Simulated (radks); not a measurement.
The numbers below are computed, except where a source is named.
Question: Spherical jellium clusters: N electrons in a uniform positive sphere of charge N and radius rs N^(1/3), rs = 2.05 bohr. Level of theory: non-relativistic Kohn-Sham, PBEsol, spin-polarised, spherical densities (a radial shooting solver with Libxc functionals). Levels are named by radial order and angular momentum (1s, 1p, 1d, 2s, ...), and open shells are averaged over m. At N = 15 the configuration is 1s2 1p6 1d(up 5, down 1) 2s(up 1, down 0). The background grows by one charge. Does electron 16 go into 2p up or 1d down or 2s down?

Answer: Into 1d down. The total energies of the other choices lie higher by 0.721 eV (2s down), 2.93 eV (2p up).
